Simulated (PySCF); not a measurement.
In(H)2(SH) (H3InS), SMILES [SH][InH2]. Coordinates come from a B3LYP-D3(BJ)/def2-TZVP optimisation. The def2 effective core potentials stand for the cores of In; spin–orbit coupling is left out.

Computed equilibrium geometry at B3LYP-D3(BJ)/def2-TZVP (PySCF confirms it by a frequency run) as a Z-matrix, and its point group:
point group Cs.
```
In
H 1 1.7161
H 1 1.7177 2 130.09
S 1 2.4127 2 113.75 3 180.00
H 4 1.3437 1 94.81 2 180.00
```
Charge 0, spin multiplicity 1.
